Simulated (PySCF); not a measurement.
Computed with PBE0-D4/def2-TZVP // PBE0-D4/def2-SVP (PySCF). All species are isolated molecules in the gas phase. One relaxed conformer stands for a flexible species; it need not be the lowest. Excitations are Tamm–Dancoff values on a coarser integration grid. The basis has no diffuse functions, so Rydberg states are missing or too high.

Reference species (SMILES): `[OH][Sn]([OH])([OH])[OH]` (neutral, multiplicity 1).

```yaml
brightest of the four lowest singlets (TDA): 6.07 eV
LUMO: -1.84 eV
HOMO: -9.15 eV
HOMO–LUMO gap: 7.31 eV
```

Changed species: `C[O][Sn]([OH])([OH])[OH]` (1 of 4 OH replaced by OCH3; the reference has 0 of 4 OH replaced by OCH3).

Task: What does the change do to the brightest of the four lowest singlets (TDA), LUMO, HOMO and HOMO–LUMO gap?

Result: the brightest of the four lowest singlets (TDA) drops by 0.42 eV, to 5.65 eV; the LUMO rises by 0.04 eV, to -1.80 eV; the HOMO goes up by 1.03 eV, to -8.12 eV; the HOMO–LUMO gap falls by 0.98 eV, to 6.33 eV.
